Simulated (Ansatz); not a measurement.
Ansatz (a program for electronic structure) input file for Mn(O)2(OH)3 (H3MnO5), SMILES [OH][Mn](=[O])([OH])(=[O])[OH], multiplicity 1, PBE0/def2-TZVPD. Coordinates come from a B3LYP-D3(BJ)/def2-SVP optimisation. The multiplicity is an assumed one; other spin states were not compared. The values are those of a single conformer.

Ansatz 0.2 input:
```yaml
crystal:
  periodic: [false, false, false]
  atoms:
    - {symbol: Mn, position_ang: [0.09847375, -0.10277941, 0.09722315]}
    - {symbol: O, position_ang: [1.33429863, -0.81280844, -0.47832157]}
    - {symbol: O, position_ang: [0.38491591, 0.46785040, 1.51687332]}
    - {symbol: O, position_ang: [-1.18210089, 0.16296674, -1.17081237]}
    - {symbol: H, position_ang: [-1.03774931, 1.08891306, -1.44387777]}
    - {symbol: O, position_ang: [-1.02738584, -1.40530436, 0.51862027]}
    - {symbol: H, position_ang: [-1.73805629, -1.41762985, -0.14807165]}
    - {symbol: O, position_ang: [0.43413174, 1.67499135, -0.52000164]}
    - {symbol: H, position_ang: [0.76308560, 2.19663669, 0.23050674]}
basis:
  gaussian:
    orbitals: def2-TZVPD
hamiltonian:
  xc: {name: PBE0}
```

Program output:

```
WARN ansatz: RAYON_NUM_THREADS=2 ignored (pool sized by the plan → 2); use --threads N
Functional definition: PBE0
integrals: 0.29 GiB planned
1615 factors; their error is unknown
mean field: 2.36 GiB planned
mean field evaluation 1: about -41548.9817 eV, gradient 1.7e2 eV
mean field evaluation 2: about -40914.1248 eV, gradient 6.9e2 eV
mean field evaluation 4: about -41332.6715 eV, gradient 4.1e2 eV
mean field evaluation 8: about -41588.5963 eV, gradient 3.6e-1 eV
mean field -41588.59641147 eV, -1528.3527283585 hartree, gradient 2.2e-5 eV, S^2 0.000000; 0 other end points of the search recorded, 0 dependent functions left out
reference -41588.59646962 eV, -1528.3527304954 hartree; 34, 34 occupied and 241, 241 virtual orbitals, 1615 factors
Total energy: -41588.59646962 eV, -1528.3527304954 hartree
```

The calculation finished and met its thresholds.

Cost: around 15 core-seconds (rough).
